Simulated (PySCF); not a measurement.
Computed vibrations of Hg(BH4)2

Hg(BH4)2 (singlet). PySCF 2.14.0, RKS PBE0, Hg def2-SVP with ECP60, B def2-SVP, H def2-SVP; non-relativistic Hamiltonian with scalar-relativistic core potentials where named; density fitting; no spin-orbit coupling. Central differences of gradients.

```xyz
11

Hg    0.0000    0.0000   -0.0914
B     2.1650    0.0479    0.6580
H     3.2487   -0.0655    0.1131
H     1.8747   -0.9428    1.3093
H     1.7389   -0.0094   -0.6110
H     1.9818    1.1413    1.1597
B    -2.1650   -0.0478    0.6580
H    -3.2487    0.0655    0.1131
H    -1.8747    0.9428    1.3093
H    -1.7389    0.0094   -0.6110
H    -1.9818   -1.1412    1.1597
```

Run from Python with OMP_NUM_THREADS=2. Where DIIS fails, smearing, a level shift and second-order steps follow.
It took 54 s on 2 threads of AMD EPYC 9R45 96-Core Processor (Zen 5) (shared host).

What are the harmonic wavenumbers and infrared intensities?

Modes are labelled in C2; negative numbers are unstable modes, those under 60 cm⁻¹ near the noise; a finer grid moves soft modes by up to 10 cm⁻¹.
```
cm⁻¹  km/mol  symmetry
 -56       –         a
  74     0.2         a
  83     2.1         b
 116     4.4         a
 264     3.5         b
 308    15.9         b
 316     1.0         a
 469   214.1         b
 631     1.8         a
 931    15.7         b
 968    19.1         a
1008     4.7         a
1022    17.4         b
1099    66.0         b
1106    28.6         a
1110     2.3         a
1119     1.6         b
1342     6.6         a
1344   108.2         b
1810   215.8         b
1867    80.9         a
2460     7.2         b
2464    17.1         a
2564    10.9         a
2567    79.5         b
2584    23.6         a
2585    82.5         b
```

Is this a minimum?

Probably not: 1 unstable, though so soft as to be near the noise; the lowest moves the atoms so:
```
Hg   0.00  0.00  0.00
B    0.01  0.05 -0.02
H   -0.02 -0.42  0.03
H   -0.26  0.24  0.18
H    0.00 -0.04 -0.01
H    0.27  0.18 -0.23
B   -0.01 -0.05 -0.02
H    0.02  0.42  0.03
H    0.26 -0.24  0.18
H    0.00  0.04 -0.01
H   -0.27 -0.18 -0.23
```
